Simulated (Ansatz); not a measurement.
A nudged elastic band was laid between two geometries of GeH₄O (6 atoms, charge 0, multiplicity 1).

Method: RKS PBE0-D4/def2-mTZVP (Ansatz 0.2.0).

```
movable images  : 7
climbing image  : yes
spring          : 5.0 eV/Å²
optimiser       : quadratic models (default)
start path      : through a guess of the saddle point
force threshold : 0.05 eV/Å
iteration limit : 60
end points      : relaxed
```

Image 0:

```xyz
6
Properties=species:S:1:pos:R:3
Ge 0.317 -0.018 0.052
O 0.660 -0.113 1.803
H -0.138 -0.174 2.339
H 1.702 0.054 -0.599
H -0.515 1.242 -0.261
H -0.453 -1.273 -0.408
```

Image 8:

```xyz
6
Properties=species:S:1:pos:R:3
Ge 0.036 0.293 -0.788
O 1.058 0.160 1.201
H 0.417 -0.270 1.783
H 1.787 -0.467 1.110
H -1.085 1.114 0.001
H -0.639 -1.110 -0.380
```

Problem. What changes between the two ends?

Solution. Bonds broken: Ge1–H4. Bonds formed: O2–H4.

Problem. What energy profile does the band end with?

Solution. It converged. The highest image is number 5 of 0 to 8, 2.62 eV above the first end and 1.39 eV above the last; the last end lies 1.23 eV above the first. Beside the main top the profile has a ripple of under 15 meV (maxima at images 1, 5), which may be a very shallow well or noise. Neighbouring images differ by up to 1.3 eV, so the band resolves the path poorly. A vibrational analysis at the climbing image gives one clearly imaginary mode, 1499i cm⁻¹: a first-order saddle point. The orbitals stay closed-shell, which can raise the energy where a bond breaks towards radicals; this wasn't checked here.

```tsv
image	path coordinate (Å)	energy (eV)	Ge1–H4 (Å)	O2–H4 (Å)
0	0.00	0.00	1.53	2.62
1	0.50	0.01	1.54	2.67
2	0.99	0.01	1.54	2.74
3	1.49	0.19	1.53	2.45
4	1.98	1.36	1.53	1.92
5	2.48	2.62	1.64	1.38
6	3.06	1.48	2.18	0.98
7	3.64	1.24	2.67	0.96
8	4.22	1.23	2.69	0.97
```

Problem. What is the geometry of the highest image?

Solution. 
```xyz
6
Properties=species:S:1:pos:R:3
Ge 0.173 0.036 -0.350
O 0.736 0.205 1.597
H 0.637 -0.648 2.043
H 1.565 -0.012 0.514
H -0.713 1.294 -0.543
H -0.825 -1.157 -0.335
```

Time of the run: 2.3 min on 1 thread of Intel(R) Xeon(R) CPU @ 2.60GHz (Ice Lake), on a shared host, peak memory 0.16 GiB.
